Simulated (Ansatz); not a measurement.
The same path of C3H11NOSi (17 atoms, charge 0, multiplicity 1) was run twice with different band settings. The coordinate that changes most is the dihedral H8–C1–O2–Si3.

The calculation used RKS LDA/STO-3G (Ansatz).

Relaxed end points:

```xyz
17
Properties=species:S:1:pos:R:3
C -0.114 -1.898 -0.885
O 0.763 -0.948 -1.585
Si 1.476 0.030 -0.373
C 0.114 0.879 0.642
C -0.875 1.599 -0.294
N -0.649 -0.206 1.376
H -0.894 -2.224 -1.602
H -0.597 -1.428 0.030
H 0.447 -2.809 -0.568
H 2.288 1.017 -1.060
H 2.301 -0.729 0.565
H 0.553 1.628 1.340
H -1.266 0.894 -1.046
H -1.727 2.011 0.273
H -0.377 2.429 -0.821
H -1.447 0.282 1.882
H -0.017 -0.529 2.165
```

```xyz
17
Properties=species:S:1:pos:R:3
C -0.044 -1.922 -0.831
O 0.844 -0.976 -1.523
Si 1.491 0.048 -0.311
C 0.072 0.901 0.619
C -0.893 1.568 -0.380
N -0.698 -0.176 1.357
H -0.572 -1.436 0.050
H 0.518 -2.814 -0.466
H -0.789 -2.282 -1.570
H 2.312 1.030 -0.994
H 2.289 -0.668 0.681
H 0.465 1.682 1.309
H -1.231 0.832 -1.128
H -1.780 1.971 0.137
H -0.393 2.396 -0.907
H -1.522 0.311 1.820
H -0.089 -0.465 2.177
```

Common settings: spring 5.0 eV/Å²; optimiser quadratic models (default); start path through a guess of the saddle point; force threshold 0.03 eV/Å; end points relaxed.

| run | movable images | climbing image | iteration limit |
| --- | --- | --- | --- |
| 1 | 7 | yes | 51 |
| 2 | 6 | no | 60 |

(1) What does each run give, and how far can it be trusted?

## Answers

(1) Run 1: converged after 10 iterations, highest image 0.233 eV above the first end. The profile has 2 maxima (images 2, 6) with wells between them (image 4): this band takes more than one step, which may be the mechanism or a detour left from its start path. A vibrational analysis at the climbing image gives one clearly imaginary mode, 238i cm⁻¹: a first-order saddle point.
Run 2: converged after 11 iterations, highest image 0.225 eV above the first end. The profile has 2 maxima (images 2, 5) with wells between them (image 3): this band takes more than one step, which may be the mechanism or a detour left from its start path. No image climbed, so the highest image needn't sit at the top of the path.
Limits of this set-up: minimal basis.
